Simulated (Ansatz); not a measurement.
H$_{4}$Si, charge +1, doublet, at a GFN2-xTB geometry (a state made from the parent by changing its charge; the spin is typed, not shown lowest). Base run: Ansatz (a quantum-chemistry and plane-wave program) with MP2/pcseg-1.

Input for Ansatz:
Ansatz 0.2 input:
```yaml
crystal:
  periodic: [false, false, false]
  atoms:
    - {symbol: Si, position_ang: [0.00000000, -0.00000000, -0.00000000]}
    - {symbol: H, position_ang: [0.21946869, 1.49634988, -0.01781752]}
    - {symbol: H, position_ang: [-1.36537719, 0.20760105, 0.61659864]}
    - {symbol: H, position_ang: [1.36537719, -0.20760105, -0.61659864]}
    - {symbol: H, position_ang: [-0.21946869, -1.49634988, 0.01781752]}
basis:
  gaussian:
    orbitals: pcseg-1.json
total_charge: 1
magnetization: {spin_polarized: true, initial_magnetization: 1}
correlation: {method: mp2}
```
The basis file holds pcseg-1 in the JSON format of the Basis Set Exchange.

Each row names what was changed in the base input (with any setting that the change needs).

```tsv
change	ΔE vs base (kcal/mol)	MP2 correlation (Eh)	basis functions
base	0.000	-0.09013	38
method = bccd_t	-19.06	-0.09013	38
electrons = outside_noble_gas	0.000	-0.09013	38
method = ccsd_t	-19.04	-0.09013	38
lower_state_search = off	0.000	-0.09013	38
electrons = all	-4.70	-0.09762	38
method = bccd	-17.57	-0.09013	38
reference functional = pbe0	-1.45	-	38
fitting = cc-pVTZ-JKFIT (mean field), cc-pVTZ-RIFIT (correlation)	0.023	-0.09011	38
method = ccsd	-17.63	-0.09013	38
```
